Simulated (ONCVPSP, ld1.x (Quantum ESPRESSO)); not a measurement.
# Potentials for tellurium compared

Generated with ld1.x 7.5 (TM, RRKJ, ultrasoft, PAW), atompaw 4.2 or ONCVPSP 4.0.1. The cutoff is in Ry: for ld1.x and atompaw files where the sum of valence levels is converged to 10 mRy in a Bessel basis, for ONCV files where the hardest occupied wave has 1 mHa per electron of residual kinetic energy. The error is the largest all-electron minus pseudo excitation energy over each file’s own four to seven test configurations (ionisations up to +4, promotions, holes and added fractions of an electron), all of which were solved. The labels leave out finer settings (local radius, basis sizes, second energies), which also bear on the numbers. Spin-polarised tests are not counted. The rows are a selection from randomly drawn settings: files with unsolved tests, undetermined cutoffs or missed reference levels are left out.

A true bound ghost makes a file unfit for plane-wave use even where its test errors are small: the radial tests pick states by their node count and pass the ghost by.

| potential | cutoff (Ry) | largest error (meV) | bound ghosts |
| --- | --- | --- | --- |
| ONCV, LDA (Perdew-Wang 92), non-relativistic, rc 1.50/1.50/1.05 (spd), local smoothed, core correction yes, reference 4s2 4p6 4d10 5s2 5p4, qcut 6.2/8.8/8.8, projectors 2/2/2 | 235 | +24 | none |
| ONCV, PBE, scalar-relativistic, rc 1.60/2.30/1.90 (spd), local s, core correction yes, reference 5s2 5p4, qcut 3.5/3/5.4, projectors 0/3/2 | 153 | -310 | d |
| ONCV, LDA (Perdew-Wang 92), scalar-relativistic, rc 1.95/2.00 (sp), local smoothed, core correction yes, reference 5s1 5p5, qcut 2.9/3.4, projectors 2/2 | 97 | -33 | none |
| TM, LDA (PZ), scalar-relativistic, rc 1.85/1.75 (sp), local smoothed, core correction yes, reference 5s2 5p4 | 35 | -259 | s, d |
| TM, LDA (PZ), scalar-relativistic, rc 1.45/1.75 (sp), local smoothed, core correction no, reference 5s2 5p4 | 60 | +146 | s, d |

(1) Fill in the row for Te: ONCV, PBE, scalar-relativistic, rc 1.15/1.05/1.40 (spd), local smoothed, core correction yes, reference 4s2 4p6 4d10 5s2 5p2, qcut 10.3/10.2/12.7, projectors 2/3/3.

(2) Fill in the row for Te: TM semilocal, PBEsol, scalar-relativistic, rc 1.35/1.70/1.40 (spd), local p, core correction yes, reference 4d10 5s2 5p4.

Results:

(1) cutoff 101 Ry, largest error -6.1 meV, bound ghosts: none.

(2) cutoff 110 Ry, largest error +31 meV, bound ghosts: none.
